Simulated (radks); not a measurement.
Q: Species: the strontium ion Sr2+. Configuration: [Ar] 3d10 4s1.5 4p6 4d0.5 (fractional occupations, a model configuration). All-electron calculation, Dirac Kohn-Sham, HCTH/407, spin-unpolarised, spherical densities, point nucleus; open shells are shared between the two j in proportion to 2j + 1. Program: a radial shooting solver on a logarithmic mesh with Libxc functionals. Some entries of the table are withheld. Estimate them.

orbital,occ.,eigenvalue (eV),<1/r> (bohr^-1),<r> (bohr)
1s1/2,2,-15942.39,(1),0.03918
2s1/2,2,-2177.207,8.780,(2)
2p1/2,2,-1984.602,8.753,0.1474
2p3/2,4,-1916.173,8.413,0.1516
3s1/2,2,-352.3275,2.938,0.4913
3p1/2,2,-282.0893,2.831,0.4903
3p3/2,4,-271.5567,2.749,0.5006
3d3/2,4,-147.9997,2.531,0.4936
3d5/2,6,-146.1495,2.510,0.4972
4s1/2,1.5,-56.9903,1.005,(3)
4p1/2,2,-39.3614,0.8849,1.503
4p3/2,4,-38.1334,0.8644,1.533
4d3/2,0.2,-14.5908,0.5572,2.355
4d5/2,0.3,-14.4977,0.5533,2.370

A: 
(1) 1s1/2 <1/r> (bohr^-1): 38.97
(2) 2s1/2 <r> (bohr): 0.1722
(3) 4s1/2 <r> (bohr): 1.339
